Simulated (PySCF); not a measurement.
## 33S chemical shifts

Equivalent nuclei averaged, one conformer, gas phase, non-relativistic. Geometry: GFN2-xTB; σ from GIAO-PBE0/pcSseg-1; PySCF 2.14.0 with density-fitted response routines.

Shieldings were converted by a linear fit to measured shifts: 33S: δ = 158.28 − 0.937σ (rms 33.3 ppm, 20 shifts vs sulfate, solution or neat liquid). Occasional misses reach two or three times the rms, and more in compound classes unlike the fitted ones.

Question: Give the 33S shifts of `C=C(OC)S(C)(=O)=O`, `O=S1(=O)CCCCCC1`, `Cc1ccc2c(c1)[S@@](=O)CC2`, `C[C+](C)CS(=O)(=O)[O-]`, `CC[C@H](C)CS(=O)(=O)Cl`, `CCC(C)(C)S(=O)(=O)Cl`, `C=C(c1ccccc1)[S@@](C)=O`.

Answer: 
```csv
compound,environment,δ (ppm)
C=C(OC)S(C)(=O)=O,sulfone sulfur,-37
O=S1(=O)CCCCCC1,sulfone sulfur,-5
Cc1ccc2c(c1)[S@@](=O)CC2,sulfoxide sulfur,37
C[C+](C)CS(=O)(=O)[O-],sulfonyl sulfur,-8
CC[C@H](C)CS(=O)(=O)Cl,sulfonyl sulfur,11
CCC(C)(C)S(=O)(=O)Cl,sulfonyl sulfur,51
C=C(c1ccccc1)[S@@](C)=O,sulfoxide sulfur,-26
```
